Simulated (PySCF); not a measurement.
Cl4Te, charge -1, multiplicity 2. Atoms are numbered in the order given.

```xyz
5

Te    -0.4079     0.2554     0.0000
Cl    -0.5320     0.3771     2.5461
Cl    -0.5320     0.3771    -2.5461
Cl     0.3992    -2.4161     0.0000
Cl     1.9125     0.8807     0.0000
```
Charge -1, spin multiplicity 2.

Geometry: r2SCAN-D4/def2-SVPD. The def2 effective core potentials stand for the cores of Te; spin–orbit coupling is left out.

Computed with PySCF 2.14.0 with r2SCAN-D4/def2-SVPD.

Frequencies are harmonic and unscaled.

| mode | ν (cm⁻¹) | IR (km/mol) | moving atoms (share of kinetic energy) |
|---|---|---|---|
| 1 | 36 | 3.6 | Cl 98 % |
| 2 | 55 | 0.0 | Cl 97 % |
| 3 | 77 | 6.5 | Cl 75 %, Te 25 % |
| 4 | 84 | 0.5 | Cl 83 %, Te 17 % |
| 5 | 125 | 0.0 | Cl 93 % |
| 6 | 189 | 46.0 | Cl 68 %, Te 32 % |
| 7 | 255 | 8.2 | Cl 99 % |
| 8 | 267 | 247.1 | Cl 61 %, Te 39 % |
| 9 | 324 | 38.0 | Cl 79 %, Te 21 % |
